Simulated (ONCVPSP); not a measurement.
# tin, ONCV: configuration errors across variants

ONCVPSP 4.0.1 input, shortened (lines: element, Z, core and valence counts, functional; n l f; lmax; l rc ep ncon nbas qcut; lloc lpopt rc5 dvloc0; l nproj debl; icmod fcfact rcfact), PBE, fully relativistic:

```
  Sn 50.00    6    5        4      upf
    1    0    2.00
    2    0    2.00
    2    1    6.00
    3    0    2.00
    3    1    6.00
    3    2   10.00
    4    0    2.00
    4    1    6.00
    4    2   10.00
    5    0    2.00
    5    1    2.00
    2
    0    1.25    0.00    4    8   10.80
    1    1.60    0.00    4    7    9.30
    2    1.40    0.00    5   10    9.60
    4    5    0.85    1.00
    0    2    3.70
    1    2    2.40
    2    2    0.70
    1    0.40    0.00
```

Open shells are filled in proportion to 2j + 1.

In the d channel the program set the typed energies aside and used -0.934, 0.250 Ha (j = l + 1/2; the other j can differ).

All-electron excitation energies from the reference (eV): (1) 4s2 4p6 4d10 5s2 5p1 6.888; (2) 4s2 4p6 4d10 5s2 5p0 20.859; (3) 4s2 4p6 4d10 5s1 5p0 51.830; (4) 4s2 4p6 4d10 5s1 5p2 14.517.

Errors AE − PS in meV (a dash: test not solved or not reliable):

```tsv
change	(1)	(2)	(3)	(4)	bound ghosts	GHOST(+) flags above zero
base	+0.2	+0.1	-0.7	+0.4	none	s
local potential polynomial inside 0.85 bohr (lpopt 5, dvloc0 -2 Ha)	+0.2	+0.1	-0.7	+0.4	none	s
local potential polynomial inside 0.85 bohr (lpopt 5, dvloc0 -1 Ha)	+0.2	+0.1	-0.7	+0.4	none	s
local potential polynomial inside 0.85 bohr (lpopt 5, dvloc0 0.5 Ha)	+0.2	+0.1	-0.7	+0.4	none	s
local potential polynomial inside 0.85 bohr (lpopt 5, dvloc0 1.5 Ha)	+0.2	+0.1	-0.7	+0.4	none	s
local potential polynomial inside 0.85 bohr (lpopt 5, dvloc0 2.5 Ha)	+0.2	+0.1	-0.7	+0.4	none	s
local potential polynomial inside 0.85 bohr (lpopt 5, dvloc0 4 Ha)	+0.2	+0.1	-0.7	+0.4	none	s
local potential polynomial inside 0.85 bohr (lpopt 5, dvloc0 6.5 Ha)	+0.2	+0.1	-0.6	+0.5	none	s
local potential polynomial inside 0.85 bohr (lpopt 5, dvloc0 8 Ha)	+0.2	+0.1	-0.6	+0.5	none	s, d3/2
local potential polynomial inside 0.85 bohr (lpopt 5, dvloc0 9.5 Ha)	+0.2	+0.1	-0.6	+0.5	none	s, d5/2
```

(1) Give the same row for: local potential polynomial inside 0.85 bohr (lpopt 5, dvloc0 5.5 Ha).

Answers

(1) +0.2, +0.1, -0.6, +0.5; bound ghosts: none; GHOST(+) flags above zero: s.
